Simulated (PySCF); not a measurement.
Static response to an electric field

C4H9ClO2Si.
Structure used (GFN2-xTB), in Å, numbered top down from 1:
```xyz
17
C4H9ClO2Si angstrom
C      1.7637   -1.0073   -1.1203
O      0.8284   -0.3872   -0.2723
C      1.3628    0.6044    0.5662
C      0.1746    1.3678    1.1065
O      0.2645    2.1793    1.9927
Si    -1.4606    0.9313    0.1880
C     -2.0235   -0.8345    0.6556
Cl    -3.6239   -1.1322   -0.0724
H      2.5540   -1.5002   -0.5432
H      2.2221   -0.2831   -1.8036
H      1.2171   -1.7519   -1.6950
H      2.0010    1.3042    0.0051
H      1.9651    0.1714    1.3777
H     -2.4656    1.8724    0.6885
H     -1.2805    1.0538   -1.2556
H     -2.1455   -0.9701    1.7284
H     -1.3606   -1.6062    0.2757
```

Level: B3LYP/def2-SVPD (PySCF), static field, nuclei fixed, core orbitals frozen in the response. The polarisability tensor in these axes (au):

```
x   114.56   7.03   3.50
y     7.03  94.82  10.98
z     3.50  10.98  88.65
```

Task: Give the principal values, the mean and the anisotropy Δα = √{½[(α1 − α2)² + (α2 − α3)² + (α1 − α3)²]}.

Result: Principal values 80.27, 99.27 and 118.49 au; mean 99.34 au = 14.72 Å³ = 16.38 × 10⁻⁴⁰ C²·m²/J; Δα = 33.10 au (33 % of the mean).

Task: What is the dipole moment, and where does it point?

Result: (3.57, -1.82, -1.59) D, 4.31 D in size, pointing from the negative to the positive side. Measured along this direction, the outermost atoms are H14 at the negative end and H9 at the positive end.

Task: Sum over states: ᾱ = Σ f/ω², ω in Eh. What share falls to these 8 lowest TDDFT singlets (eV, f)? 3.32, 0.0027; 5.29, 0.0127; 5.34, 0.0244; 5.62, 0.0013; 6.06, 0.0175; 6.32, 0.0647; 6.40, 0.0233; 6.53, 0.0029.

Result: They add up to 3.20 au, 3.2 % of the 99.34 au; the largest single term is 1.20 au, from the state at 6.32 eV. Terms in order: 0.18, 0.34, 0.63, 0.03, 0.35, 1.20, 0.42, 0.05 au. Higher excitations give the rest. The strengths listed sum to 0.149.

Task: What would n − 1 = 2πNα be for an ideal gas of these molecules at 298.15 K and 1 atm, electronic part alone?

Result: N = p/kT = 2.4615 × 10¹⁹ cm⁻³, so n − 1 = 2π × N × 14.72 × 10⁻²⁴ cm³ = 2277 × 10⁻⁶ at long wavelengths, for an ideal gas.

Task: Rayleigh depolarisation ratio (linearly polarised light, static tensor)?

Result: ρ = 3Δα²/(45ᾱ² + 4Δα²) = 3287.6/(444110 + 4383.5) = 0.00733.

Task: How large is μ²/3kT at 273 K beside α?

Result: In Gaussian units μ²/3kT = 164.47 Å³ against 14.72 Å³, a ratio of 11.17; the Debye molar polarisation (4π/3)N_A(α + μ²/3kT) is 452.0 cm³/mol, leaving out the vibrational part.

The structure is a single GFN2-xTB conformer in the gas phase; no vibrational or solvent corrections.

These values come from a run that also computed excited states. The run took 2.8 min wall, 2.2 min CPU on Intel Xeon at 2.50 GHz, one thread, shared host with 64 logical CPUs at a one-minute load of 60, and the process peaked at 0.99 GiB of memory.
